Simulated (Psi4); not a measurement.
Psi4 input (wB97X-D/6-31G*):

```
memory 1500 MB

molecule {
1 2
Al   -0.00000000   -0.00000000   -0.11592333
H     0.00000000    0.00000000    1.50700331
symmetry c1
no_reorient
no_com
}

set {
  basis 6-31G*
  reference uks
  scf_type pk
  dft_radial_points 99
  dft_spherical_points 590
  e_convergence 1e-8
  d_convergence 1e-7
  maxiter 150
}

e = energy('wb97x-d')
print_out(f'\nFINAL {e:.10f} DIPOLE {variable("CURRENT DIPOLE")[0]:.6f} {variable("CURRENT DIPOLE")[1]:.6f} {variable("CURRENT DIPOLE")[2]:.6f}\n')
```

From the last part of the output:

```
  HONO-1 :    6  A 1.9962542
  HONO-0 :    7  A 1.0000000
  LUNO+0 :    8  A 0.0037458
  LUNO+1 :    9  A 0.0000035
  LUNO+2 :   10  A 0.0000035
  LUNO+3 :   11  A 0.0000010

Computation Completed

Properties will be evaluated at   0.000000,   0.000000,   0.000000 [a0]

Properties computed using the SCF density matrix

 Multipole Moments:

 ------------------------------------------------------------------------------------
     Multipole            Electronic (a.u.)      Nuclear  (a.u.)        Total (a.u.)
 ------------------------------------------------------------------------------------

 L = 1.  Multiply by 2.5417464519 to convert [e a0] to [Debye]
 Dipole X            :          0.0000000            0.0000000            0.0000000
 Dipole Y            :          0.0000000            0.0000000            0.0000000
 Dipole Z            :         -0.2525463            0.0000000           -0.2525463
 Magnitude           :                                                    0.2525463

 ------------------------------------------------------------------------------------

FINAL -242.6479798553 DIPOLE 0.000000 0.000000 -0.252546

*** Psi4 exiting successfully. Buy a developer a beer!
```

The dipole moment of an ion depends on the origin.
